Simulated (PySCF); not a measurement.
Gas-phase reaction: GeH2 + 3 F ⇌ GeHF3 + H

Computed with PySCF (xtb for GFN2) and rigid-rotor harmonic-oscillator thermochemistry at 1 bar. † marks an energy on the PBE0/def2-TZVP geometry and frequencies; other levels use their own. MP2 and CCSD(T) freeze the core. Open shells (unrestricted): F (multiplicity 2, electronic degeneracy 6), H (multiplicity 2); the rest are closed-shell singlets. GFN2 has no spin-polarisation term. Spin-orbit splitting is ignored; it lowers the true energy and changes the entropy of F. Ge: all electrons, no relativistic terms. GeH2, GeHF3: computed as isolated molecules; such fragments, hydroxides, amides, oligomers or adducts are transient or little studied in the gas. MP2 isn't extrapolated to the basis-set limit; its ΔH°(298 K) is -1192.5 kJ in def2-SVP and -1259.7 kJ in def2-TZVPP. CCSD(T) isn't extrapolated to the basis-set limit; its ΔH°(298 K) is -1078.4 kJ in def2-SVP and -1144.3 kJ in def2-TZVPP. The harmonic model lacks anharmonicity and excited electronic states, which grow with temperature; levels with a mode under 35 cm⁻¹ are left out.

```json
[
 {"level": "CCSD(T)/def2-TZVPP†", "ΔE electronic, kJ": "-1148", "ΔH°(298 K), kJ": "-1144", "ΔS°(298 K), J/K": "-292", "ΔG°(1800 K), kJ": "-626"},
 {"level": "GFN2-xTB", "ΔE electronic, kJ": "-973", "ΔH°(298 K), kJ": "-971", "ΔS°(298 K), J/K": "-279", "ΔG°(1800 K), kJ": "-484"},
 {"level": "M06-2X/def2-TZVP†", "ΔE electronic, kJ": "-1206", "ΔH°(298 K), kJ": "-1202", "ΔS°(298 K), J/K": "-292", "ΔG°(1800 K), kJ": "-684"},
 {"level": "MP2/def2-TZVPP†", "ΔE electronic, kJ": "-1264", "ΔH°(298 K), kJ": "-1260", "ΔS°(298 K), J/K": "-292", "ΔG°(1800 K), kJ": "-741"},
 {"level": "PBE0/def2-QZVP†", "ΔE electronic, kJ": "-1149", "ΔH°(298 K), kJ": "-1146", "ΔS°(298 K), J/K": "-292", "ΔG°(1800 K), kJ": "-627"},
 {"level": "r2SCAN/def2-TZVP†", "ΔE electronic, kJ": "-1182", "ΔH°(298 K), kJ": "-1178", "ΔS°(298 K), J/K": "-292", "ΔG°(1800 K), kJ": "-660"},
 {"level": "LDA/def2-TZVP†", "ΔE electronic, kJ": "-1409", "ΔH°(298 K), kJ": "-1406", "ΔS°(298 K), J/K": "-292", "ΔG°(1800 K), kJ": "-887"},
 {"level": "ωB97M-V/def2-TZVP†", "ΔE electronic, kJ": "-1156", "ΔH°(298 K), kJ": "-1152", "ΔS°(298 K), J/K": "-292", "ΔG°(1800 K), kJ": "-634"}
]
```
ΔH° is lowest at LDA/def2-TZVP† and highest at GFN2-xTB. No reference value is set beside these.
